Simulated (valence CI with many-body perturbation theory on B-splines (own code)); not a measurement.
## Forbidden lines of In²⁶⁺

Calculated by configuration interaction combined with many-body perturbation theory (CI+MBPT): five valence electrons over a frozen Dirac-Fock core [Ar], a basis of 7 s, 7 p, 8 d, 6 f, 4 g, 1 h functions for each j, with the one-electron correlation potential Σ1 (screened to all orders), the two-electron term Σ2, the three-electron term Σ3, Breit, model QED; selected single and double excitations, second order for the rest (own B-spline code, finite nucleus).

The last digits are not significant, and no measured levels were compared; by estimate large intervals hold to a few tenths of a per cent, small ones and those within an open d or f shell to about a per cent. Core correlation moves these levels by up to 13000 cm⁻¹, and in measured spectra 5 to 20 % of such shifts remained as error; rates that hang on mixing are uncertain with them. Only levels of the ground parity were solved; by the run's estimate the other parity begins above the list, which can be wrong where configurations are misplaced.

Lines 1 to 50 of 120 in falling wavelength, among levels below 514340 cm⁻¹, chosen from the decays that carry over 1 % of a level's rate. Wavelengths and rates use the calculated energies. Electric multipoles are in the length gauge, E1 and E2 with the static RPA response of the core. S is in atomic units (e²a₀⁴ for E2 and M2, e²a₀⁶ for E3), for M1 in squared Bohr magnetons. Weak lines are less certain than strong ones. Lines between different terms over intervals too small for the method are left out, as are lines whose strength nearly cancels.

Names give the largest LS component (configuration and term), which can be under half, so a name can repeat, a term be missing and a line seem to break the LS rules; names also repeat where a configuration has a term twice. Letters in brackets count levels of one name in rising energy.

| λ vac (Å) | Upper | Lower | Type | A (s⁻¹) | S (a.u.) |
| --- | --- | --- | --- | --- | --- |
| 18800 | 3d5 4G_11/2 | 3d5 4G_7/2 | E2 | 9.70e-09 | 2.44e-04 |
| 10390 | 3d5 4G_9/2 | 3d5 4G_11/2 | M1 | 2.10e+01 | 8.74e+00 |
| 6692 | 3d5 4G_9/2 | 3d5 4G_7/2 | M1 | 8.53e+01 | 9.48e+00 |
| 5261 | 3d5 2I_13/2 | 3d5 2I_11/2 | M1 | 5.78e+01 | 4.37e+00 |
| 4907 | 3d5 4P_1/2 | 3d5 4P_3/2 | M1 | 3.72e+02 | 3.26e+00 |
| 4657 | 3d5 2D_3/2 [a] | 3d5 4F_5/2 | M1 | 1.65e+02 | 2.47e+00 |
| 4166 | 3d5 4D_3/2 | 3d5 2D_5/2 [a] | M1 | 3.01e+02 | 3.23e+00 |
| 4008 | 3d5 4F_7/2 | 3d5 2F_5/2 [b] | M1 | 1.60e+02 | 3.05e+00 |
| 3068 | 3d5 4D_7/2 | 3d5 4G_9/2 | M1 | 2.19e+02 | 1.87e+00 |
| 2955 | 3d5 2G_7/2 [a] | 3d5 2F_5/2 [a] | M1 | 2.15e+02 | 1.64e+00 |
| 2919 | 3d5 4D_7/2 | 3d5 4G_5/2 [b] | M1 | 7.28e+02 | 5.37e+00 |
| 2735 | 3d5 4G_7/2 | 3d5 4G_5/2 [a] | M1 | 9.15e+02 | 5.55e+00 |
| 2604 | 3d5 2H_9/2 | 3d5 2G_9/2 [a] | M1 | 5.21e+02 | 3.41e+00 |
| 2548 | 3d5 2G_9/2 [a] | 3d5 4D_7/2 | M1 | 4.32e+02 | 2.65e+00 |
| 2468 | 3d5 4P_3/2 | 3d5 4G_5/2 [a] | M1 | 7.65e+02 | 1.70e+00 |
| 2189 | 3d5 4F_7/2 | 3d5 4F_5/2 | M1 | 5.10e+02 | 1.59e+00 |
| 2167 | 3d5 2G_9/2 [b] | 3d5 2G_7/2 [a] | M1 | 5.29e+02 | 2.00e+00 |
| 2104 | 3d5 4D_7/2 | 3d5 4G_7/2 | M1 | 1.13e+03 | 3.13e+00 |
| 2056 | 3d5 2F_5/2 [b] | 3d5 2F_5/2 [a] | M1 | 2.75e+02 | 5.32e-01 |
| 2050 | 3d5 2G_7/2 [a] | 3d5 2G_9/2 [a] | M1 | 9.81e+01 | 2.51e-01 |
| 2025 | 3d5 2D_3/2 [a] | 3d5 2F_5/2 [a] | M1 | 1.92e+02 | 2.37e-01 |
| 2006 | 3d5 4G_5/2 [b] | 3d5 4G_5/2 [a] | M1 | 3.99e+03 | 7.17e+00 |
| 1995 | 3d5 4F_7/2 | 3d5 2H_9/2 | M1 | 8.84e+02 | 2.08e+00 |
| 1980 | 3d5 2D_5/2 [a] | 3d5 4P_3/2 | M1 | 2.11e+02 | 3.64e-01 |
| 1972 | 3d5 2H_9/2 | 3d5 2F_7/2 [a] | M1 | 2.86e+02 | 8.13e-01 |
| 1955 | 3d5 4F_5/2 | 3d5 4D_3/2 | M1 | 7.84e+02 | 1.30e+00 |
| 1951 | 3d5 4D_1/2 | 3d5 4P_1/2 | M1 | 3.54e+03 | 1.95e+00 |
| 1846 | 3d5 2F_5/2 [a] | 3d5 4D_7/2 | M1 | 5.78e+02 | 8.08e-01 |
| 1836 | 3d5 2D_5/2 [a] | 3d5 4G_7/2 | M1 | 1.57e+03 | 2.16e+00 |
| 1834 | 3d5 2H_11/2 | 3d5 2H_9/2 | M1 | 7.28e+02 | 2.00e+00 |
| 1824 | 3d5 2H_9/2 | 3d5 2I_11/2 | M1 | 1.52e+02 | 3.42e-01 |
| 1814 | 3d5 4F_5/2 | 3d5 2F_7/2 [a] | M1 | 3.01e+03 | 4.00e+00 |
| 1806 | 3d5 2F_7/2 [b] | 3d5 2F_5/2 [a] | M1 | 6.43e+02 | 1.12e+00 |
| 1804 | 3d5 2I_11/2 | 3d5 4G_9/2 | M1 | 6.24e+02 | 1.63e+00 |
| 1770 | 3d5 2G_9/2 [b] | 3d5 2H_9/2 | M1 | 2.56e+03 | 5.26e+00 |
| 1679 | 3d5 2F_7/2 [a] | 3d5 4G_9/2 | M1 | 1.65e+03 | 2.32e+00 |
| 1638 | 3d5 2G_7/2 [a] | 3d5 2F_7/2 [a] | M1 | 1.29e+03 | 1.68e+00 |
| 1634 | 3d5 2F_7/2 [a] | 3d5 4G_5/2 [b] | M1 | 2.51e+02 | 3.25e-01 |
| 1612 | 3d5 2F_5/2 [b] | 3d5 4F_3/2 | M1 | 2.40e+03 | 2.23e+00 |
| 1593 | 3d5 2D_3/2 [a] | 3d5 4F_3/2 | M1 | 1.96e+03 | 1.18e+00 |
| 1563 | 3d5 4F_3/2 | 3d5 4P_1/2 | M1 | 7.42e+02 | 4.21e-01 |
| 1537 | 3d5 2I_11/2 | 3d5 4G_11/2 | M1 | 3.24e+03 | 5.24e+00 |
| 1534 | 3d5 4D_3/2 | 3d5 4G_5/2 [b] | M1 | 6.92e+02 | 3.70e-01 |
| 1422 | 3d5 2F_7/2 [b] | 3d5 2G_9/2 [a] | M1 | 1.12e+03 | 9.55e-01 |
| 1396 | 3d5 4D_1/2 | 3d5 4P_3/2 | M1 | 2.96e+03 | 5.98e-01 |
| 1377 | 3d5 2D_3/2 [a] | 3d5 4D_3/2 | M1 | 5.61e+02 | 2.17e-01 |
| 1359 | 3d5 4F_7/2 | 3d5 2F_5/2 [a] | M1 | 1.83e+03 | 1.36e+00 |
| 1342 | 3d5 2F_7/2 [a] | 3d5 4G_7/2 | M1 | 3.53e+02 | 2.53e-01 |
| 1342 | 3d5 4D_3/2 | 3d5 4P_3/2 | M1 | 5.83e+02 | 2.09e-01 |
| 1331 | 3d5 4F_5/2 | 3d5 2D_5/2 [a] | M1 | 4.44e+03 | 2.33e+00 |
